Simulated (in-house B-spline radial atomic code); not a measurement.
A run on Ti- that did not converge. Method: scalar-relativistic (X2C) PBE0, spin-polarised, spherical fractional occupations, exact exchange averaged over the configuration, Fermi nucleus of rms radius 3.5921 fm; computed with a B-spline radial code for spherical atoms.

Command:
```bash
python run_scf.py task.json out
```
Settings (nuclear radius in fm, mass in u):
```
Z                22
configuration    [Ar] 3d3 4s2
hamiltonian      x2c
method           pbe0
spin_polarised   True
nucleus          fermi
rms_radius       3.5921
atomic_mass      47.94794
speed_of_light   137.035999084
exact_exchange   averaged over the configuration
```

First and last ten iterations of the last attempt (damped for 15 steps, keeping 80 % of the old Fock matrix, then DIIS):
```
 iter        energy (Eh)    residual
    1        -849.758324    2.97e-01
    2        -849.994586    2.78e-01
    3        -851.678058    1.82e-01
    4        -852.613244    1.11e-01
    5        -853.106800    6.37e-02
    6        -853.351840    3.97e-02
    7        -853.463876    2.51e-02
    8        -853.509198    1.55e-02
    9        -851.930755    8.47e-02
   10        -853.327809    4.31e-02
  111        -853.532440    2.68e-03
  112        -853.533934    1.17e-03
  113        -853.534143    7.07e-04
  114        -853.534259    2.64e-04
  115        -853.534277    6.09e-05
  116        -853.534278    4.16e-05
  117        -853.534278    3.70e-05
  118        -853.534278    3.87e-05
  119        -853.534277    4.33e-05
  120        -853.534277    6.62e-05
 not converged after 120 iterations
```

The smallest residual met was 3.7e-05; the threshold is about 2e-07. Over the last five steps the energy moves by less than 1e-06 hartree, but the orbitals didn't meet the threshold. Time taken, with all properties: 4.4 s on 1 thread of Arm Neoverse V1, on a shared host.
